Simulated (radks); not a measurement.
Values are calculated unless marked as measured or tabulated.
Question: The mean radii <r> (bohr) of the occupied orbitals of an atom or ion are listed with their occupations. Level of theory: scalar-relativistic Kohn-Sham, PBE, spin-polarised, spherical densities, finite nucleus; Fermi nuclear charge, rms radius of each element as measured or else 0.836 A^(1/3) + 0.57 fm (a radial shooting solver on a logarithmic mesh with Libxc functionals).

| orbital | occ. | <r> |
|---|---|---|
| 1s | 2 | 0.02496 |
| 2s | 2 | 0.1018 |

Name the element and its charge. Open shells, if any, are filled with parallel spins first.

Answer: Z = 57, lanthanum, charge +53: La53+ in [He] 2s2. The 1s radius gives Z: for a bare nucleus <r> = (2 gamma + 1)/(2Z) with gamma = sqrt(1 - (Z/c)^2), 0.02473 bohr for Z = 57, and screening makes it slightly larger (0.02496 here). The occupations add up to 4, and the charge is Z minus that.
